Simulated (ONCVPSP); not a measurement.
What one change does to a pseudopotential (Fe, ONCV)

```json
{
 "Element": "iron (Fe)",
 "Generator": "ONCVPSP 4.0.1",
 "Type": "optimised norm-conserving Vanderbilt (ONCV)",
 "Functional": "LDA (Perdew-Wang 92)",
 "Relativity": "scalar-relativistic",
 "Frozen core": "[Ar]",
 "Valence charge": "8",
 "Reference configuration": "3d6 4s0.5 (charge +1.5)",
 "Partial waves": "4s: rc 2.10 bohr, ncon 4, nbas 7, qcut 2.6 1/bohr, 2 projectors, debl 3.6 Ha; p scattering state at 0.4 Ha: rc 1.80 bohr, ncon 4, nbas 8, qcut 4.3 1/bohr, 1 projector; 3d: rc 1.85 bohr, ncon 4, nbas 8, qcut 7 1/bohr, 2 projectors, debl 3.3 Ha",
 "Local potential": "polynomial inside 1.25 bohr (lpopt 4, dvloc0 4 Ha)",
 "Core correction": "polynomial model core, fcfact 0.3"
}
```

In the p channel the program set the typed energies aside and used 0.050 Ha.

All-electron outer shells of the reference configuration (LDA (PZ), scalar-relativistic, ld1.x):

```csv
shell,level (eV),outermost node (bohr),outermost maximum (bohr)
3p,-73.37,0.30,0.72
3d,-21.02,–,0.71
4s,-16.49,1.00,2.21
```

Change: s: rc 2.8.

Cutoffs: the cutoffs (Ha) at which the residual kinetic energy of the hardest occupied pseudo-wave falls to 1 and 0.1 mHa per electron; they do not see the model core or the augmentation charge, which bear on the density cutoff. Errors are all-electron minus pseudo energies relative to the spin-unpolarised reference configuration.

Problem. How do hardness, ghosts and transferability respond?

Solution. The potential gets neither clearly harder nor softer (24 Ha and 62 Ha → 24 Ha and 62 Ha); the d channel sets the loose cutoff, while the largest relative change is in s, which becomes softer; of the 4 tests that both files solve, the error grows in 4 and shrinks in 0 by more than 15 % and 0.3 meV (median size 0.2 → 5.1 meV); neither file shows a bound ghost. More of the atom is replaced by a form fitted at one configuration, so other configurations suffer.

| quantity | base | changed |
| --- | --- | --- |
| cutoff, loose | 24 Ha | 24 Ha |
| cutoff, tight | 62 Ha | 62 Ha |
| loose cutoff by channel | s 9.1 Ha, d 24 Ha | s 4.2 Ha, d 24 Ha |
| bound ghosts | none | none |
| GHOST(+) flags under 300 eV | s at 111.4 eV | s at 93.8 eV |
| error for 3d6 4s2, meV [ΔE -16.25 eV] | +0.3 | -5.7 |
| error for 3d6 4s1, meV [ΔE -7.27 eV] | +0.2 | -1.7 |
| error for 3d6 4s0, meV [ΔE 9.21 eV] | -2.0 | -6.0 |
| error for 3d6 4s1.5, meV [ΔE -12.65 eV] | +0.1 | -4.6 |
| p: phases at 1.83 bohr within 0.05 rad from the reference energy up to (Ha; the scan ends near 5) | 0.5 | 0.5 |
| d: phases at 1.88 bohr within 0.05 rad from the reference energy up to (Ha; the scan ends near 5) | to the end of the scan | to the end of the scan |
| rms error of d²Exc/dni dnj with the model core, mHa | 5.52 | 5.71 |
